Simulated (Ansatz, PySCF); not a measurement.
This triplet is an excited state, 1.14 eV above the relaxed singlet at the level frozen-core CCSD(T)/cc-pVTZ // PBE0-D3(BJ)/def2-TZVP (Ansatz, a quantum-chemistry and plane-wave program).

Cartesian coordinates (Å):
```xyz
8

N      1.6985     0.3464     0.3217
C      0.3672     0.4731     0.5228
Si    -1.2304    -0.1395    -0.1068
H      2.1570    -0.5056     0.6164
H      2.1076     0.7574    -0.5070
H     -2.3199     0.4903     0.6788
H     -1.4288     0.2019    -1.5487
H     -1.3512    -1.6241     0.0227
```
Charge 0, spin multiplicity 3.

Problem. Predict the highest occupied spin orbital, dipole moment and total energy from PBE0-D3(BJ)/def2-TZVP (PySCF).

Solution. 
```
Property                              Value
-----------------------------  ------------
highest occupied spin orbital      -5.21 eV
dipole moment                        2.36 D
total energy                   -10477.57 eV
```
